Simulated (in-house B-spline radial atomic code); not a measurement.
# The scandium ion Sc⁺: [Ar] 3d1 4s1

Computed with a B-spline radial code for spherical atoms: non-relativistic OLYP, spin-polarised, spherical fractional occupations, point nucleus.

Effective charges: Z_r = [3n² - l(l+1)]/(2<r>) from the radius, Z_e = n√(-2ε) from the energy, and Slater's rules. Values are occupation-weighted means over spin.

| shell | electrons | ε (eV) | <r> (bohr) | Z_r | Z_e | Slater |
| --- | --- | --- | --- | --- | --- | --- |
| 1s | 2 | -4377.5 | 0.0736 | 20.38 | 17.94 | 20.70 |
| 2s | 2 | -477.52 | 0.3455 | 17.36 | 11.85 | 16.85 |
| 2p | 6 | -395.72 | 0.3081 | 16.23 | 10.79 | 16.85 |
| 3s | 2 | -61.519 | 1.08 | 12.50 | 6.38 | 9.75 |
| 3p | 6 | -40.601 | 1.166 | 10.72 | 5.18 | 9.75 |
| 3d | 1 | -10.426 | 1.673 | 6.28 | 2.63 | 3.00 |
| 4s | 1 | -9.8997 | 3.349 | 7.17 | 3.41 | 3.35 |

The least bound orbital is 4s up at -9.9 eV, and it is also the most diffuse (<r> = 3.349 bohr).

The density falls to 0.001 bohr⁻³ at 4.243 bohr; Σ<r²> = 29.687 bohr² gives, by the non-relativistic formula and without the paramagnetism of open shells, a Langevin diamagnetic susceptibility of -23.51×10⁻⁶ cm³/mol.
